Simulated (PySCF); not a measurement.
A species of formula C2H12N2OSi3 has this rotational fingerprint, computed with PBE0/pcSseg-1 in PySCF (dipole) on a GFN2-xTB geometry, gas phase:

```
Rotational constants : A = 2390, B = 465.0, C = 416.6 MHz
Dipole components    : |μa| = 1.69 D, |μb| = 2.16 D, |μc| = 0.53 D
Inertial defect      : -85.39 u·Å²
κ                    : -0.95
```

Question: Which candidate fits, each taken in the one conformer that was computed?
A. `[CH2:1]=[CH:2][Si@@H:3]([NH2:4])[N:5]([SiH3:6])[SiH2:7][OH:8]` with C1–C2–Si3–N4 8°, C2–Si3–N4–H -67° and 63°, C2–Si3–N5–Si6 18°, Si3–N5–Si7–O8 19°, N5–Si7–O8–H 9°
B. `[NH2:1][Si@@H:2]1[CH2:3][CH2:4][Si@@H:5]([NH:6][SiH3:7])[O:8]1` with H–N1–Si2–C3 -66° and 74°, C4–Si5–N6–Si7 -72°, N1–Si2–C3–C4 -140°, Si2–C3–C4–Si5 31°, C3–C4–Si5–N6 -139°, C4–Si5–O8–Si2 7°
C. `[NH2:1][C:2](=[O:3])[SiH2:4][N:5]([SiH3:6])[CH2:7][SiH3:8]` with H–N1–C2–O3 0° and 180°, N1–C2–Si4–N5 178°, C2–Si4–N5–Si6 1°, Si4–N5–C7–Si8 -93°
D. `[CH3:1][N:2]([CH:3]=[O:4])[SiH2:5][N:6]([SiH3:7])[SiH3:8]` with C1–N2–C3–O4 -179°, C1–N2–Si5–N6 -2°, N2–Si5–N6–Si7 92°
E. `[CH2:1]=[N:2][CH2:3][SiH2:4][Si@@H:5]([OH:6])[NH:7][SiH3:8]` with C1–N2–C3–Si4 -103°, N2–C3–Si4–Si5 -174°, C3–Si4–Si5–O6 167°, Si4–Si5–O6–H 167°, Si4–Si5–N7–Si8 -131°
F. `[NH2:1][Si@@H:2]1[CH2:3][CH2:4][Si@H:5]([NH:6][SiH3:7])[O:8]1` with H–N1–Si2–C3 -79° and 149°, C4–Si5–N6–Si7 71°, N1–Si2–C3–C4 -139°, Si2–C3–C4–Si5 28°, C3–C4–Si5–N6 96°, C4–Si5–O8–Si2 0°

Answer: E. It is C=NC[SiH2][Si@@H](O)N[SiH3], a near-prolate asymmetric top, point group C1. The candidates at the same level (rigid rotor, commonest isotopes):

| SMILES | A (MHz) | B (MHz) | C (MHz) | μa (D) | μb (D) | μc (D) | Δ (u·Å²) | point group | rotor |
| --- | --- | --- | --- | --- | --- | --- | --- | --- | --- |
| CN(C=O)[SiH2]N([SiH3])[SiH3] | 1821 | 729.7 | 685.5 | 1.61 | 0.32 | 3.09 | -232.82 | – | near-prolate asymmetric top |
| C=NC[SiH2][Si@@H](O)N[SiH3] | 2390 | 465.0 | 416.6 | 1.69 | 2.16 | 0.53 | -85.39 | C1 | near-prolate asymmetric top |
| N[Si@@H]1CC[Si@@H](N[SiH3])O1 | 3190 | 591.4 | 535.1 | 0.88 | 1.14 | 0.52 | -68.54 | C1 | near-prolate asymmetric top |
| N[Si@@H]1CC[Si@H](N[SiH3])O1 | 2542 | 633.2 | 588.3 | 1.40 | 0.09 | 1.19 | -137.83 | C1 | near-prolate asymmetric top |
| C=C[Si@@H](N)N([SiH3])[SiH2]O | 1557 | 948.6 | 627.7 | 3.46 | 0.30 | 0.99 | -52.34 | C1 | asymmetric top |
| NC(=O)[SiH2]N([SiH3])C[SiH3] | 2037 | 705.7 | 583.6 | 2.30 | 3.53 | 0.40 | -98.24 | C1 | asymmetric top |

`N[Si@@H]1CC[Si@@H](N[SiH3])O1` has A 34 % too high; `N[Si@@H]1CC[Si@H](N[SiH3])O1` has C 41 % too high; `CN(C=O)[SiH2]N([SiH3])[SiH3]` has C 65 % too high; `C=C[Si@@H](N)N([SiH3])[SiH2]O` has B 104 % too high; `NC(=O)[SiH2]N([SiH3])C[SiH3]` has B 52 % too high. No structure here is proved a minimum.
